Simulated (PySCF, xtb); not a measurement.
CH6ClGeN, SMILES [CH3][Ge@H]([NH2])[Cl]. Other conformers were not sampled.

Harmonic wavenumbers (cm⁻¹) from GFN2-xTB (xtb) at its own minimum, in rising order: 97, 141, 162, 180, 191, 369, 497, 569, 607, 637, 645, 738, 794, 807, 1319, 1451, 1455, 1488, 1746, 3019, 3027, 3030, 3436, 3468.

What does PBE0-D3(BJ)/def2-SVP (PySCF) give at its own minimum? (Estimate from the structure and the level; the computed values follow.)

108, 159, 183, 199, 255, 399, 561, 624, 628, 715, 743, 819, 845, 913, 1258, 1426, 1430, 1555, 2184, 3072, 3186, 3193, 3575, 3674. Paired by order, the mean absolute difference is 86 cm⁻¹ and the zero-point energies are 42.7 and 45.3 kcal/mol.
